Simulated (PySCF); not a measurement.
Compound: C₇H₄NO (charge -1).
Numbering: `[N:1]#[C:2][c:3]1[cH:4][cH:5][cH:6][c:7]([O-:8])[cH:9]1` (hydrogens: H10 on C4; H11 on C5; H12 on C6; H13 on C9)

Computed at PBE0/pcSseg-1 (PySCF, non-relativistic), with Q(14N) = 0.02044 b, Q(17O) = −0.0256 b: N1, 14N (I = 1): χzz = -3.990 MHz, η = 0.189; O8, 17O (I = 5/2): χzz = 9.070 MHz, η = 0.509.

(1) Find the zero-field quadrupole resonance frequencies of 14N at N1.

(2) Where would the pure quadrupole (NQR) lines of 17O at O8 fall for the rigid, isolated species?

Answers

(1) From ν± = (3/4)|χ|(1 ± η/3) and ν0 = |χ|η/2: ν+ 3.181 MHz, ν− 2.804 MHz, ν0 0.377 MHz (nitrile nitrogen).

(2) From the eigenvalues of H = χ/[4I(2I − 1)] × [3Iz² − I(I + 1) + η(Ix² − Iy²)], steps between neighbouring levels, labelled as for η = 0: ±1/2↔±3/2 1.699 MHz, ±3/2↔±5/2 2.601 MHz (aryloxide oxygen).

In a crystal, neighbours and librations shift these lines. Isolated species at its PBE0-D3(BJ)/def2-SVP geometry, gas phase. The pcSseg-1 basis has no diffuse functions, a weakness for an anion. These gradients aren't converged with respect to the basis.
